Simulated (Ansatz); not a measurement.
Reaction (ligand exchange at the Si–Te bond): `N[SiH2][TeH]` + `N[Si](O)(Cl)Cl` → `N[SiH2]O[Si](N)(Cl)Cl` + H₂Te

Gas-phase electronic energies from Ansatz, PBE0-D4/def2-TZVP geometries. CBS: MP2 limit from def2 TZ/QZ plus the TZ coupled-cluster correction, frozen cores. This one scheme is used for every species. DFT in def2-TZVPP. B3LYP here is the variant with VWN-RPA as its local correlation; programs differ in this. Elements past krypton have def2 core potentials. For Te outer-core shells are correlated without core-valence functions, which leaves a few kJ/mol of doubt a bond. One conformer a species, not always the lowest.

`N[SiH2][TeH]`:

```xyz
8

N    -1.205    0.640   -0.316
Si    0.031   -0.544   -0.411
Te    1.531   -0.845    1.582
H    -1.892    0.581    0.419
H    -0.964    1.602   -0.498
H     0.862   -0.192   -1.586
H    -0.582   -1.888   -0.547
H     2.219    0.647    1.358
```

`N[Si](O)(Cl)Cl`:

```xyz
8

N    -0.410   -0.742   -0.891
Si    0.021    0.149    0.482
O     0.753    1.542    0.077
Cl   -1.530    0.743    1.664
Cl    1.226   -1.077    1.585
H    -1.036   -0.342   -1.572
H    -0.522   -1.740   -0.821
H     1.497    1.467   -0.525
```

`N[SiH2]O[Si](N)(Cl)Cl`:

Z-matrix (Å, degrees):
```
Si
O 1 1.659
N 1 1.700 2 115.2
H 1 1.479 2 105.3 3 119.6
H 1 1.480 2 106.7 3 -120.1
Si 2 1.607 1 139.1 3 25.9
H 3 1.007 1 121.0 2 -75.6
H 3 1.007 1 121.4 2 74.8
N 6 1.684 2 109.1 1 165.8
Cl 6 2.042 2 112.4 1 -74.7
Cl 6 2.062 2 107.5 1 41.1
H 9 1.006 6 121.0 2 166.3
H 9 1.007 6 120.2 2 -43.7
```

H₂Te:

```xyz
3

Te    0.179    0.073    0.753
H     0.875    0.570   -0.666
H    -1.054   -0.643   -0.087
```

```json
{"level": "PBE0-D4", "ΔE (kcal/mol)": "-13.2"}
{"level": "B3LYP-D4", "ΔE (kcal/mol)": "-17.2"}
{"level": "B2PLYP", "ΔE (kcal/mol)": "-16.1"}
{"level": "PBE", "ΔE (kcal/mol)": "-10.6"}
{"level": "PBE0", "ΔE (kcal/mol)": "-12.1"}
{"level": "SCS-MP2/def2-TZVPP", "ΔE (kcal/mol)": "-17.2"}
{"level": "CCSD/def2-TZVPP", "ΔE (kcal/mol)": "-17.7"}
{"level": "HF/CBS(def2)", "ΔE (kcal/mol)": "-20.3"}
```

(1) What does CCSD(T)/CBS give? (Estimate.)

Largest T1 diagnostic among the species: 0.011.

Answers

(1) The calculation gave: -15.5 kcal/mol. The listed levels differ from it by 2.3, -1.7, -0.6, 4.9, 3.4, -1.7, -2.2, -4.8 kcal/mol.

In def2-TZVPP, CCSD(T) changes the Hartree–Fock value by +2.8 kcal/mol (the triples alone add +0.6 kcal/mol) and MP2 by +4.2 kcal/mol. The D4 term adds −1.7 kcal/mol with B3LYP and −1.1 kcal/mol with PBE0; it sums over pairs of atoms, weighted by their polarisabilities, and B3LYP, whose exchange is more repulsive, gets the larger term. From PBE to PBE0 (25 % exact exchange), in def2-TZVPP and without D4, ΔE moves by −1.5 kcal/mol.
